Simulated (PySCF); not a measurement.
Some computed properties have been withheld. Give your best values.

Compound: 3-methylbiphenyl, C13H12.
SMILES: `Cc1cccc(-c2ccccc2)c1`

Conformer (atom-mapped SMILES and torsion angles): `[CH3:1][c:2]1[cH:3][cH:4][cH:5][c:6](-[c:7]2[cH:8][cH:9][cH:10][cH:11][cH:12]2)[cH:13]1`: C5–C6–C7–C8 142°.

```json
{"property": "point group", "level": "PBE0-D3(BJ)/def2-SVP", "value": "C1"}
{"property": "rotational constants A, B, C", "level": "PBE0-D3(BJ)/def2-SVP", "value": "2.021, 0.452, 0.384 GHz"}
{"property": "dipole moment", "level": "PBE0/def2-SVPD", "value": "?"}
{"property": "HOMO energy", "level": "PBE0/def2-SVPD", "value": "?"}
{"property": "LUMO energy", "level": "PBE0/def2-SVPD", "value": "-0.95 eV"}
{"property": "lowest singlet excitation", "level": "TDDFT PBE0/def2-SVPD", "value": "?"}
{"property": "strongest line among the 10 lowest singlet transitions", "level": "TDDFT PBE0/def2-SVPD", "value": "S2 at 4.99 eV (248 nm, f = 0.246)"}
{"property": "lowest triplet excitation (Tamm–Dancoff)", "level": "TDA PBE0/def2-SVPD", "value": "3.53 eV"}
{"property": "static isotropic polarisability", "level": "PBE0/def2-SVPD", "value": "?"}
{"property": "electronic spatial extent ⟨r²⟩ about the centre of nuclear charge", "level": "PBE0/def2-SVPD", "value": "?"}
{"property": "13C chemical shifts (computed TMS as zero) by class", "level": "GIAO PBE/pcSseg-1", "value": "146.1 (1 C), 145.8 (1 C), 141.2 (1 C), 131.8 (2 C), 131.6 (1 C), 131.4 (1 C), 131.0 (1 C), 130.6 (2 C), 130.2 (1 C), 127.6 (1 C), 24.2 (1 C) ppm"}
{"property": "1H chemical shifts (computed TMS as zero) by class", "level": "GIAO PBE/pcSseg-1", "value": "7.48 (2 H), 7.43 (2 H), 7.36 (1 H), 7.33 (1 H), 7.29 (1 H), 7.29 (1 H), 7.19 (1 H), 2.44 (3 H) ppm"}
{"property": "largest of the computed one-bond spin–spin couplings (means over like bonds)", "level": "B3LYP/pcJ-1, spin–dipole term left out", "value": "?"}
```

Gas-phase values; electronic properties from PySCF, density fitting. Isolated species at its PBE0-D3(BJ)/def2-SVP geometry (one conformer only). NMR classes are plain means over equivalent atoms (diastereotopic ones count apart unless rotation or inversion swaps them), as if these changed places fast; in this geometry the members of some classes differ.

Problem. Give the lowest singlet excitation.

Solution. 4.92 eV (252 nm, f = 0.190).

Problem. The dipole moment?

Solution. 0.44 D.

Problem. What is the electronic spatial extent ⟨r²⟩ about the centre of nuclear charge?

Solution. 2878 bohr².

Problem. The largest of the computed one-bond spin–spin couplings (means over like bonds)?

Solution. 13C–1H +167.3, 13C–1H +166.3, 13C–1H +166.2 (×2), 13C–1H +165.6 (×2), 13C–1H +165.4, 13C–1H +164.2, 13C–1H +163.0, 13C–1H +133.0 (×3) Hz.

Problem. Give the static isotropic polarisability.

Solution. 155.2 au.

Problem. Give the HOMO energy.

Solution. -6.54 eV.

The 10 singlets span 4.92 to 6.40 eV, and their oscillator strengths add up to 0.77. No computed singlet falls in the visible range (750 to 380 nm, 1.65 to 3.26 eV); S1 lies 1.66 eV above its blue end. With B = h/(8π²I), that is 505.379 GHz u Å² over I, the principal moments of inertia are 250.0, 1118.8 and 1317.1 u Å² (most abundant isotopes).

For the geometry optimisation (PBE0-D3(BJ)/def2-SVP), hardware: 2 threads of an AMD EPYC 7R43, shared host with 256 logical CPUs at a one-minute load of 162. Cost: 3.6 min wall, 8.6 min CPU, 1.4 GiB resident at most.
